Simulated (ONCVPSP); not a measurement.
## Logarithmic derivatives: Ni, ONCV

```
Element                 : Ni
Generator               : ONCVPSP 4.0.1
Type                    : optimised norm-conserving Vanderbilt (ONCV)
Functional              : LDA (Perdew-Zunger)
Relativity              : scalar-relativistic
Frozen core             : [Ne]
Valence charge          : 18
Reference configuration : 3s2 3p6 3d8 4s2
Partial waves           : 3s+4s: rc 1.45 bohr, ncon 4, nbas 8, qcut 10.7 1/bohr, 3 projectors, debl 2.1 Ha; 3p: rc 0.75 bohr, ncon 4, nbas 9, qcut 11.7 1/bohr, 2 projectors, debl 0.5 Ha; 3d: rc 0.90 bohr, ncon 3, nbas 8, qcut 21 1/bohr, 3 projectors, debl 0.9 Ha
Local potential         : polynomial inside 0.55 bohr (lpopt 5, dvloc0 0 Ha)
Core correction         : Teter function fitted to the true core (icmod 2), fcfact 0.7
```

In the p channel the program set the typed energies aside and used -2.619, 0.250 Ha.

The phase is arctan(r·R′/R) of the radial function R(r), unwrapped; energies in Ha, scanned from -6 to 5 Ha. A pole is an energy at which the radial function vanishes at the test radius. The pseudo phase is shifted by a multiple of π to meet the all-electron one at the reference energy, and phase errors are pseudo minus all-electron; the curves can meet again beyond the range given. Levels narrower than the energy grid can be missing from the lists of poles.

```
channel  radius (bohr)  reference energy (Ha)  poles, all-electron  poles, pseudo  unbroken range about the reference energy with phases within 0.05 rad  phase error 1 Ha above the reference energy (rad)
      s           1.47                  -0.22                -3.83          -3.83                                                        the whole range                                             +0.000
      p           0.76                  -2.62                 none           none                                                        the whole range                                             +0.000
      d           0.92                  -0.34                 2.89           2.89                                                        the whole range                                             -0.000
```

Phases in the p channel:

| E (Ha) | all-electron | pseudo |
| --- | --- | --- |
| -5.96 | -0.034 | -0.034 |
| -5.40 | -0.239 | -0.240 |
| -4.84 | -0.440 | -0.440 |
| -4.28 | -0.620 | -0.620 |
| -3.72 | -0.775 | -0.775 |
| -3.16 | -0.904 | -0.903 |
| -2.60 | -1.009 | -1.009 |
| -2.04 | -1.096 | -1.096 |
| -1.48 | -1.167 | -1.167 |
| -0.92 | -1.227 | -1.227 |
| -0.36 | -1.278 | -1.278 |
| 0.20 | -1.321 | -1.321 |
| 0.76 | -1.359 | -1.359 |
| 1.32 | -1.392 | -1.392 |
| 1.88 | -1.421 | -1.421 |
| 2.44 | -1.447 | -1.447 |
| 3.00 | -1.471 | -1.471 |
| 3.56 | -1.493 | -1.493 |
| 4.12 | -1.513 | -1.513 |
| 4.68 | -1.532 | -1.532 |
